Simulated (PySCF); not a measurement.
Input for PySCF: R-BP86/LANL2DZ on GaH3 (SMILES [GaH3]), a point of a bond scan (R = 1.570 Å).

```python
from pyscf import gto, scf, dft, mp
from pyscf.data.elements import chemcore

mol = gto.M(
    atom='''
    Ga   -0.00000000    0.00000000   -0.00000000
    H     1.56592701   -0.10900138   -0.02050449
    H    -0.87742328   -1.30173746    0.00609279
    H    -0.68850373    1.41073884    0.01441170
    ''',
    basis='lanl2dz',
    ecp={'Ga': 'lanl2dz'},
    charge=0, spin=0, verbose=3, max_memory=1800)
mf = dft.RKS(mol, xc='b88,p86')
mf.conv_tol = 1e-8
mf.max_cycle = 100
mf.kernel()
if not mf.converged:
    mf = mf.newton().run(mf.mo_coeff, mf.mo_occ)
```

### Question
Predict the final total energy.

### Answer
-3.8343 hartree.
